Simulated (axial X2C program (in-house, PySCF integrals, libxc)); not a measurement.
**Spin–orbit splitting of π states down a group (EOM-EA-CCSD)**

Calculated with an in-house all-electron X2C program for linear molecules (integrals from PySCF): two-component X2C with atomic mean-field Coulomb and Gaunt terms, Dyall basis sets with cores contracted in-house.

The first pair of π-type roots with Ω = 1/2 and 3/2, reached by adding an electron to a closed-shell reference; vertical energies, inner shells frozen. Splitting means E(3/2) − E(1/2).

Basis sets: Al dyall-av3z, B dyall-av3z, F dyall-av3z, Ga dyall-acv3z, In dyall-acv3z. Correlated electrons in EOM-CCSD (inner shells frozen, about 90 virtual spinors): BF²⁺ 8, AlF²⁺ 8, GaF²⁺ 18, InF²⁺ 18.

```
species  reference  R (Å)        main character  spinor gap ε(3/2) − ε(1/2), HF (cm⁻¹)
    BF⁺       BF²⁺  1.212    70% B pπ, 11% F pπ                                     50
   AlF⁺      AlF²⁺  1.612  79% Al pπ, 10% Al dπ                                    110
   GaF⁺      GaF²⁺  1.703    84% Ga pπ, 7% F pπ                                    750
   InF⁺      InF²⁺  1.916    87% In pπ, 6% F pπ                                   1950
```

Q: Should these pairs be regular or inverted?

A: Regular: one electron outside a closed shell puts Ω = 1/2 lowest, with the sign of the spinor gap.

EOM-EA-CCSD gives:

| species | binding Ω = 1/2 (eV) | binding Ω = 3/2 (eV) | splitting (cm⁻¹) | lowest root? |
| --- | --- | --- | --- | --- |
| BF⁺ | 16.627 | 16.620 | 62 | no |
| AlF⁺ | 13.003 | 12.989 | 115 | no |
| GaF⁺ | 13.404 | 13.283 | 980 | no |
| InF⁺ | 12.681 | 12.435 | 1988 | no |

A negative binding energy means unbound at this level; the spinor gap is withheld where the HF spinor is unbound or of another character. A small p share on a heavy partner can supply much of the splitting, and mixing of Ω = 1/2 with σ states shifts it further.

Q: With what power of Z of the atom that holds the π orbital does the splitting grow here (least-squares line in log–log)?

A: About Z^1.6 on average, though single steps scatter about that; valence splittings grow roughly as Z², far more slowly than the Z⁴ of hydrogen-like ions, because inner shells screen the nucleus.

States that need a further excitation are missing; levels can be off by some tenths of an eV, splittings by less.
